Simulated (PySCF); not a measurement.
Al(F)(OMe)2 (C2H6AlFO2), SMILES C[O][Al]([F])[O]C.

The structure is a stationary point at PBE0-D3(BJ)/def2-SVP. The structure was generated by enumeration; whether it is a known compound was not checked. The values are those of a single conformer.

Two levels are set side by side: TDDFT-PBE/def2-SVPD (PySCF) and TDDFT-ωB97X/def2-SVPD (PySCF). Vertical, same geometry. The lowest singlet is HOMO→LUMO 100 % with PBE and HOMO→LUMO 84 % with the other functional; states are paired by order. Differences are taken from unrounded values.

| quantity | TDDFT-ωB97X |
|---|---|
| lowest singlet excitation (eV) | 6.70 |
| lowest triplet excitation (TDA) (eV) | 6.53 |
| first bright state (f over 0.05) (eV) | 8.42 |
| its oscillator strength | 0.15 |

Task: What does TDDFT-PBE give, and how far is it from TDDFT-ωB97X? (An estimate is asked for; the answer gives what the named calculation found.)

Result: 
```csv
quantity,TDDFT-PBE,TDDFT-PBE minus TDDFT-ωB97X
lowest singlet excitation (eV),5.12,-1.57
lowest triplet excitation (TDA) (eV),4.96,-1.57
first bright state (f over 0.05) (eV),6.81,-1.61
its oscillator strength,0.12,-0.03
```

A lower first singlet is the usual sign of a functional without exact exchange. Differences between two approximate levels are no errors against the true value.

Rough cost on one machine, each run with all the roots and properties that it gave: TDDFT-ωB97X against TDDFT-PBE about 8 times.
